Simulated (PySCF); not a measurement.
C5H4F3P.
Bonds: C1–C2 (triple), C2–P3, P3–C4, P3–C5, C5–F6, C5–C7 (double), C7–F8, C7–F9. Hydrogens: H10 on C1; H11, H12, H13 on C4.

Computed with PySCF at PBE0/def2-SVPD, non-relativistic, on one gas-phase PBE0-D3(BJ)/def2-SVP geometry that isn't relaxed in the solvent. The solvent is an IEF-PCM continuum (Bondi radii, 1.10 Å for H, scaled by 1.2), and excitations are vertical TDDFT with non-equilibrium linear response and a frozen core. Specific hydrogen bonds and non-electrostatic terms are outside this model.

Gas-phase singlets (H = HOMO, L = LUMO):

```csv
state,E (eV),λ (nm),f,leading configuration
S1,5.108,243,0.013,H→L 92%
S2,5.893,210,0.019,H→L+1 60%
S3,6.046,205,0.020,H→L+2 63%
S4,6.229,199,0.087,H-1→L 50%
S5,6.380,194,0.006,H-1→L+1 54%
```

Question: How does the list change in chloroform (ε = 4.711)?

Answer: 
```
state  E (eV)  λ (nm)      f  leading configuration  change by rank (eV)
   S1   5.144     241  0.018                H→L 93%               +0.036
   S2   5.911     210  0.034              H→L+1 64%               +0.018
   S3   6.077     204  0.039              H→L+2 61%               +0.031
   S4   6.225     199  0.135              H-1→L 50%               -0.004
   S5   6.414     193  0.011            H-1→L+1 54%               +0.034
```

Question: The ground-state energy changes by -0.129 eV from gas to chloroform. By how much does the total energy of gas-phase S1 change?

Answer: E(S1) = E(S0) + excitation energy, so it changes by -0.129 + 0.036 = -0.093 eV: it is lowered less than the ground state, which is what a blue shift means. This is the vertical state, with the slow part of the continuum still set for S0.

Question: How do the frontier levels move from gas to chloroform?

Answer: 
```json
{"orbital": "LUMO+2", "gas (eV)": "0.24", "solvent (eV)": "0.30", "change (eV)": "+0.06", "Löwdin shares, gas": "P3 16 %, C5 15 %, C2 14 %, C7 14 %", "Löwdin shares, solvent": "P3 16 %, C2 15 %, C5 15 %, C1 14 %"}
{"orbital": "LUMO+1", "gas (eV)": "-0.04", "solvent (eV)": "0.01", "change (eV)": "+0.05", "Löwdin shares, gas": "P3 24 %, C1 22 %, C2 20 %, C7 6 %", "Löwdin shares, solvent": "P3 25 %, C1 22 %, C2 21 %, C7 6 %"}
{"orbital": "LUMO", "gas (eV)": "-0.68", "solvent (eV)": "-0.62", "change (eV)": "+0.06", "Löwdin shares, gas": "C1 17 %, C7 17 %, P3 16 %, C2 15 %", "Löwdin shares, solvent": "C1 17 %, C7 17 %, C2 16 %, P3 15 %"}
{"orbital": "HOMO", "gas (eV)": "-7.25", "solvent (eV)": "-7.24", "change (eV)": "+0.01", "Löwdin shares, gas": "P3 41 %, C1 18 %, C2 18 %, C4 8 %", "Löwdin shares, solvent": "P3 42 %, C2 18 %, C1 18 %, C4 8 %"}
{"orbital": "HOMO-1", "gas (eV)": "-7.69", "solvent (eV)": "-7.67", "change (eV)": "+0.02", "Löwdin shares, gas": "C5 32 %, C7 25 %, F6 14 %, F8 10 %", "Löwdin shares, solvent": "C5 32 %, C7 25 %, F6 13 %, F8 10 %"}
{"orbital": "HOMO-2", "gas (eV)": "-8.47", "solvent (eV)": "-8.47", "change (eV)": "0.00", "Löwdin shares, gas": "C2 40 %, C1 38 %, P3 6 %, C4 5 %", "Löwdin shares, solvent": "C2 40 %, C1 38 %, P3 6 %, C4 5 %"}
{"orbital": "HOMO-3", "gas (eV)": "-9.14", "solvent (eV)": "-9.14", "change (eV)": "0.00", "Löwdin shares, gas": "C2 36 %, C1 27 %, P3 21 %, C4 6 %", "Löwdin shares, solvent": "C2 36 %, C1 27 %, P3 20 %, C4 6 %"}
```

The HOMO–LUMO gap goes from 6.57 to 6.62 eV.

Hardware: one thread, Intel Xeon Platinum 8375C at 2.90 GHz (x86_64), shared host with 128 logical CPUs at a one-minute load of 47. Cost: 37 s of wall time, 0.98 GiB resident at most. This is the whole response run at PBE0/def2-SVPD in chloroform, SCF included.

Shape of the structure used: `[CH:1]#[C:2][P:3]([CH3:4])[C:5]([F:6])=[C:7]([F:8])[F:9]`: C2–P3–C5–F6 56°.
